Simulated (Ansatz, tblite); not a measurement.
Forces on Au(PH3)Cl (PH3AuCl) at its PBE-D4/def2-TZVP geometry. Charge 0, multiplicity 1.

In the def2 sets Au takes a core potential; there is no spin–orbit coupling. The xTB rows come from tblite.

GFN1-xTB (tblite), largest force 1.85 eV/Å:

```xyz
6
positions Å, forces eV/Å
Au   -0.489   -0.644   -1.194   -0.437   -0.589   -1.073
P     0.263    0.348    0.643    0.626    0.833    1.532
H     1.660    0.349    0.894   -0.981    0.083   -0.034
H    -0.186   -0.123    1.905    0.397    0.435   -0.790
H     0.006    1.733    0.821    0.257   -0.950    0.024
Cl   -1.255   -1.663   -3.069    0.138    0.188    0.340
```

GFN2-xTB (tblite), largest force 1.10 eV/Å:

```
Au -0.199 -0.272 -0.490
P 0.372 0.496 0.910
H -0.853 0.102 0.022
H 0.375 0.416 -0.651
H 0.250 -0.818 0.073
Cl 0.055 0.077 0.137
```

PBE-D4/def2-TZVP (Ansatz), largest force 0.01 eV/Å:

```
Au 0.003 -0.011 0.003
P 0.000 0.010 0.003
H -0.003 -0.001 -0.003
H -0.001 -0.001 -0.004
H 0.002 -0.001 0.003
Cl -0.001 0.004 -0.001
```
